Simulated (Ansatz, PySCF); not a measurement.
Pulling on the Ge1–H4 bond in FGeH3O (SMILES [OH][GeH2][F]) (multiplicity 1 held, fragments rigid). Energies count from the point at 1.527 Å.
Geometry at that point (charge 0, multiplicity 1):
```xyz
6

Ge    -0.22747    -0.25087     0.02663
O      1.45573    -0.40020    -0.50453
F     -0.54577     1.44651     0.30987
H     -1.08477    -0.69635    -1.15543
H     -0.46978    -0.93226     1.38081
H      2.09981    -0.16044     0.16984
```

R- and RO- levels are restricted; in cc, def2 and unpolarised 6-31G sets they are followed outwards from rest. Unrestricted levels (U-) break spin symmetry where that is lower. Curves can end on different states.

Frozen-core correlation. Filled d and f shells under p-block atoms count as core. Rows in LANL2DZ carry no dispersion term and start afresh at each structure. LANL2DZ brings its own core potentials from Na on.

Codes used: Ansatz (an electronic-structure program) with Gaussian orbitals; PySCF for LANL2DZ rows. Values without a source in brackets are computed.

Task: What energy at R = 4.885 Å does U-HF/LANL2DZ give?

Result: 295 kJ/mol

Task: Estimate the energy at R = 4.885 Å that U-MP2/cc-pVTZ returns for this input.

Result: 370 kJ/mol

Task: Give the energy at R = 4.885 Å at the level R-B3LYP/cc-pVTZ.

Result: 535 kJ/mol

Doubts at one or more of the structures used: a spin-contaminated determinant (U-HF/LANL2DZ, U-MP2/cc-pVTZ); a restricted determinant that unrestricted orbitals would lower (R-B3LYP/cc-pVTZ).
